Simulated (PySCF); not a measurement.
# Electron correlation in Si (silicon, neutral)

[Ne] 3s2 3p2, high-spin 3P determinant. All numbers are calculated (PySCF 2.14, no relativity, point nucleus, in def2-QZVPPD). Frozen: 1s2; 12 electrons correlated.

MP2 pair energies summed by pair of shells (mhartree):

| pair | energy | share (%) |
| --- | --- | --- |
| 2p-2p | -113.36 | 47.3 |
| 3s-3p | -36.86 | 15.4 |
| 2s-2p | -32.60 | 13.6 |
| 3s-3s | -17.44 | 7.3 |
| 2p-3s | -16.14 | 6.7 |
| 2p-3p | -8.20 | 3.4 |
| 3p-3p | -5.97 | 2.5 |
| 2s-2s | -5.81 | 2.4 |
| 2s-3s | -1.77 | 0.7 |
| 2s-3p | -1.31 | 0.5 |

Total MP2 correlation energy: -239.45 mhartree.

Same-spin part -64.09 and opposite-spin part -175.36 mhartree; SCS-MP2 scales them by 1/3 and 6/5 to -231.80 mhartree.

This basis was not built for core-valence correlation, so the inner-shell part is incomplete.
